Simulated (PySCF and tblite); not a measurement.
Values are calculated unless marked as measured or tabulated.
C₅H₈F₂, numbered as in [CH3:1][CH2:2]/[CH:3]=[C:4](/[F:5])[CH2:6][F:7].

Level: PBE0-D3(BJ)/pcSseg-1 (IEF-PCM, acetonitrile)//GFN2-xTB, thermal terms from GFN2-xTB, symmetry numbers and mirror pairs counted. Conformers within 2.5 kcal/mol (GFN2-xTB free energy) were kept, 6 at most. Codes: tblite and PySCF.

An NOE distance is ⟨r⁻⁶⟩^(−1/6) over all pairs of like atoms and, for the average, over conformers.

Torsions listed: C1–C2–C3–C4, F5–C4–C6–F7. Of a mirror pair one member is shown.

```json
{"conformer": "1", "shape": "-106°, -130°", "weight %": "51.4"}
{"conformer": "2", "shape": "129°, -129°", "weight %": "48.6"}
```

Q: Which H–H contacts under 3.5 Å would NOEs report (pairs on one atom left out) at 298.15 K?

A: 
```json
{"pair": "H1 ··· H2", "in 1 (Å)": "2.60", "in 2 (Å)": "2.61", "average (Å)": "2.60"}
{"pair": "H2 ··· H3", "in 1 (Å)": "2.67", "in 2 (Å)": "2.76", "average (Å)": "2.71"}
{"pair": "H1 ··· H3", "in 1 (Å)": "3.07", "in 2 (Å)": "2.89", "average (Å)": "2.97"}
{"pair": "H2 ··· H6", "in 1 (Å)": "3.20", "in 2 (Å)": "3.21", "average (Å)": "3.21"}
```

Longer pairs under the limit may be missing.


Conformer gaps in pcSseg-1 on xTB geometries can be 2 kcal/mol off for S=O, P=O and other polar bonds.